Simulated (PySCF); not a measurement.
CCl₂F, SMILES Cl[C](Cl)F (connectivity only; charge and spin as stated), charge +1, multiplicity 1. Atoms are numbered in the order given.

```xyz
4

F      0.0000     0.0000     1.5683
C      0.0000     0.0000     0.3030
Cl     0.0000     1.4517    -0.4686
Cl     0.0000    -1.4517    -0.4686
```
Charge +1, spin multiplicity 1.

Geometry: B3LYP-D3(BJ)/def2-SVP. The spin state was assumed, not searched. The isomer is the one that the SMILES or the coordinates give; other isomers of the formula were not compared.

Two levels are set side by side: PBE/pcSseg-2 (PySCF) and PBE0/pcSseg-2 (PySCF). GIAO shifts against CFCl3 (¹⁹F), HCl (³⁵Cl), TMS (¹³C) at the same level; non-relativistic, no solvent, atoms listed together averaged. Without spin–orbit terms, shifts of atoms bonded to Cl or Br come out too high at both levels. Differences are taken from unrounded values.

```csv
quantity,PBE
δ(¹⁹F) of F1 (ppm),187.5
δ(¹³C) of C2 (ppm),227.7
"δ(³⁵Cl) of Cl3, Cl4 (ppm)",761.2
```

### Question
These are the PBE values. What does PBE0 give? (The exact figures need the calculation; the answer reports its results.)

### Answer

```
quantity                    PBE0  PBE minus PBE0
-------------------------  -----  --------------
δ(¹⁹F) of F1 (ppm)         199.2           -11.6
δ(¹³C) of C2 (ppm)         239.9           -12.1
δ(³⁵Cl) of Cl3, Cl4 (ppm)  732.7            28.5
```

Rough cost on one machine, each run with all the roots and properties that it gave: PBE0 against PBE within a factor of 2.
